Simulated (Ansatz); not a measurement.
Computed with Ansatz on PBE0-D4/def2-TZVP structures; ΔE is electronic, products minus reactants. CCSD(T)/CBS is the MP2 limit (def2-TZVPP, def2-QZVPP) plus CCSD(T) − MP2 in def2-TZVPP, frozen cores. This one scheme is used for every species. Functionals use def2-TZVPP. B3LYP here is the variant with VWN-RPA as its local correlation; programs differ in this. For Ge outer-core shells are correlated without core-valence functions, which leaves a few kJ/mol of doubt a bond. Scalar relativity is left out up to krypton.

Reaction (formal exchange of groups at a Ge–C bond): `[CH3][Ge]([CH3])([F])[Cl]` + SiH₄ → `[CH3][Ge]([F])([SiH3])[Cl]` + CH₄

| level | ΔE (kcal/mol) | difference from CCSD(T)/CBS |
| --- | --- | --- |
| r2SCAN-D4 | -5.4 | -1.6 |
| PBE0-D4 | -6.0 | -2.2 |
| B3LYP-D4 | -5.6 | -1.8 |
| ωB97X-V | -3.9 | -0.1 |
| B2PLYP | -4.0 | -0.2 |
| PBE | -6.9 | -3.1 |
| r2SCAN | -5.3 | -1.5 |
| PBE0 | -5.7 | -1.9 |
| B3LYP | -5.2 | -1.4 |
| HF/def2-TZVPP | -1.9 | 1.9 |
| SCS-MP2/def2-TZVPP | -2.0 | 1.8 |
| CCSD/def2-TZVPP | -2.6 | 1.2 |
| CCSD(T)/def2-TZVPP | -2.9 | 0.9 |
| HF/def2-QZVPP | -1.9 | 1.9 |
| SCS-MP2/def2-QZVPP | -2.5 | 1.3 |
| CCSD/CBS(def2) | -3.6 | 0.2 |
| CCSD(T)/CBS | -3.8 | 0 |

Largest T1 diagnostic among the species: 0.011.

From PBE to PBE0 (25 % exact exchange), in def2-TZVPP and without D4, ΔE moves by +1.2 kcal/mol.
